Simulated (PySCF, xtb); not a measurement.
2-tert-butyl-4-fluorothiophene (C8H11FS), SMILES CC(C)(C)c1cc(F)cs1.

GFN2-xTB in xtb 6.7.1 at its own geometry gives an orbital gap of 3.82 eV and a dipole moment of 2.43 D.

The structure is a stationary point at B3LYP-D3(BJ)/def2-SVP.

### Question
What does PBE/def2-SVP (PySCF) give? (An estimate is asked for; the answer gives what the named calculation found.)

### Answer
gap 4.25 eV (levels -5.42 and -1.17 eV), dipole 1.60 D.
